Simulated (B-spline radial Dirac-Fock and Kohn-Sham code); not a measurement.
## Binding energies of Lu⁷⁺ at several levels of theory

System: lutetium as Lu⁷⁺, [Kr] 4d10 4f13 5s2 5p3.

The density-functional columns are spherical, spin-unpolarised Dirac-Kohn-Sham results without Breit or QED terms: −ε is minus the orbital energy of the initial state and ΔSCF the difference of two total energies. The reference in the last column comes from Dirac-Fock energy differences between relaxed states, corrected for Breit and QED terms. All numbers are from an atomic code on a B-spline grid, in eV; a selection of levels is shown. The Kohn-Sham columns are given as differences from the reference. For the 1s level of heavy atoms much of the gap between ΔSCF and the reference is the Breit and QED part, -304.1 eV here; for other levels the error of the functional can be larger.

```csv
level,PBE −ε − DF,PBE ΔSCF − DF,LDA −ε − DF,LDA ΔSCF − DF,Dirac-Fock
K (1s),-180.4,+348.6,-235.0,+292.3,63432.2
L1 (2s),-149.3,-51.2,-157.0,-58.6,10998.8
L2 (2p1/2),-109.1,+16.3,-112.4,+13.1,10471.1
L3 (2p3/2),-121.8,-12.2,-123.9,-14.2,9366.3
M1 (3s),-78.8,-48.6,-80.9,-50.5,2619.5
M2 (3p1/2),-63.2,-30.9,-63.9,-31.5,2387.8
M3 (3p3/2),-62.8,-33.1,-63.3,-33.4,2149.1
M4 (3d3/2),-42.6,-7.3,-42.3,-7.0,1761.6
M5 (3d5/2),-43.6,-9.3,-43.3,-8.9,1710.6
N1 (4s),-41.9,-26.3,-42.7,-27.2,632.2
N3 (4p3/2),-34.9,-19.9,-35.4,-20.3,482.8
N4 (4d3/2),-23.8,-9.1,-23.7,-9.0,326.7
N5 (4d5/2),-23.8,-9.3,-23.8,-9.3,316.8
"N6,7 (4f)",-9.6,+3.7,-9.2,+4.1,122.7
O1 (5s),-7.6,+2.1,-7.1,+2.6,165.5
"O2,3 (5p)",-6.7,+2.1,-6.2,+2.6,131.7
```

Values without a named source are computed, but for edge energies of neutral atoms, which are taken from tables.
